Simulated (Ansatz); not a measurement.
`[BH2][GaH][SiH3]` + H₂O → `[BH2][GaH][OH]` + SiH₄ at 500 K and 1 bar (formal hydrolysis of a Ga–Si bond).

Gas-phase electronic energies from Ansatz, PBE0-D4/def2-TZVP geometries. CBS: MP2 limit from def2 TZ/QZ plus the TZ coupled-cluster correction, frozen cores. This one scheme is used for every species. For Ga outer-core shells are correlated without core-valence functions, which leaves a few kJ/mol of doubt a bond. Scalar relativity is left out up to krypton. Each species was taken in one conformer, which may not be the lowest.

| species | CCSD(T)/CBS energy (Eh) | H − E (kJ/mol) | S (J/(mol·K)) |
| --- | --- | --- | --- |
| `[BH2][GaH][SiH3]` | -2241.36260 | 177.5 | 412.9 |
| H₂O | -76.37941 | 73.2 | 206.3 |
| `[BH2][GaH][OH]` | -2026.29567 | 141.1 | 356.1 |
| SiH₄ | -291.46306 | 102.4 | 230.9 |

H − E and S are ideal-gas, rigid-rotor, harmonic terms from PBE0-D4/def2-TZVP, for one conformer and one mirror image of each species. 1 Eh = 2625.50 kJ/mol, R = 8.31446 J/(mol·K).

Q: By hand: ΔE, ΔH, ΔS and ΔG.

A: ΔE = (-2026.29567) + (-291.46306) − (-2241.36260) − (-76.37941) = -0.01672 Eh = -43.9 kJ/mol. Δ(H − E) = 141.1 + 102.4 − 177.5 − 73.2 = -7.2, so ΔH = -51.1 kJ/mol. ΔS = 356.1 + 230.9 − 412.9 − 206.3 = -32.2 J/(mol·K). ΔG = -51.1 − 500 × (-32.2)/1000 = -35.0 kJ/mol.

Q: By hand: the equilibrium constant, and the temperature at which ΔG would vanish if ΔH and ΔS stayed fixed.

A: log₁₀ K = −ΔG/(RT ln 10) = 3.7. ΔG = 0 at ΔH/ΔS = 1587 K.

ΔH outweighs TΔS. A doubt of 5 kJ/mol in ΔE shifts log₁₀ K by 0.5 here. Other conformers and mirror images would add mixing entropy, several J/(mol·K) or more a flexible species. Modes under 60 cm⁻¹, often nearly free rotors, make the harmonic entropy too high. These are equilibria of isolated gas molecules and say nothing of rates. Largest T1 diagnostic: 0.015 (customary marks: 0.02 for closed shells, 0.045 for open ones).
